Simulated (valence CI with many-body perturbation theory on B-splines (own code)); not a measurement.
# La IX: what the settings do

Calculated by relativistic CI+MBPT: three valence electrons over a frozen Dirac-Fock core [Kr] 4d10, a basis of 5 s, 5 p, 5 d, 5 f, 2 g functions for each j, with the one-electron correlation potential Σ1 (screened to all orders), the two-electron term Σ2, the three-electron term Σ3, Breit, model QED; selected single and double excitations, second order for the rest, scaled by the run's own slope (own B-spline code, finite nucleus).

No measured spectrum was set against this ion. As an estimate, levels hold to about 250 cm⁻¹ or 0.2 % of their energy and the worst to 1 %, as in measured heavy ions of charge 2 to 7; those with d or f electrons hold less well.

The reference run has the lowest level 5s2 5p 2P°_1/2 and an ionisation energy of 120.563 eV. Its largest variational space holds 4583 state functions.

Names give the largest LS component (configuration and term), which can be under half, so a name can repeat, a term be missing and a line seem to break the LS rules; names also repeat where a configuration has a term twice. Letters in brackets count levels of one name in rising energy.

Changed runs:
A. box radius (bohr) 12.734 → 8.62
B. cutoff of virtual states (hartree) 6498 → 210
C. QED terms on → off
D. closed core [Kr] 4d10 → [Kr] 4d10 5s1 (bad on purpose)

Excitation energies of the reference run in cm⁻¹, and shifts in cm⁻¹:

```tsv
Level	Reference	A	B	C
5s2 5p 2P°_3/2	28266	+0.2	-16	-47
4f 5s2 2F°_5/2	100493	-0.8	-69	+114
4f 5s2 2F°_7/2	102403	-0.8	-74	+102
5s 5p2 4P_1/2	127318	+1.0	+26	+541
5s 5p2 4P_3/2	142946	+1.1	+15	+507
5s 5p2 4P_5/2	153300	+1.2	+11	+495
5s 5p2 2D_3/2	174426	+1.2	+7.7	+477
5s 5p2 2D_5/2	184735	+1.3	-2.8	+449
5s 5p2 2P_1/2	191844	+1.0	+18	+510
4f 5s 5p 4G_5/2	217686	+0.3	-42	+630
4f 5s 5p 4F_7/2 [a]	220227	+0.3	-46	+621
5s 5p2 2S_1/2	220814	+1.2	0	+461
Ionisation energy (eV)	120.563	+0.00036	-0.023	-0.010
```

Run D: It gave no result: the perturbation theory needs a core of closed shells. The program said: "the core must hold closed shells only".
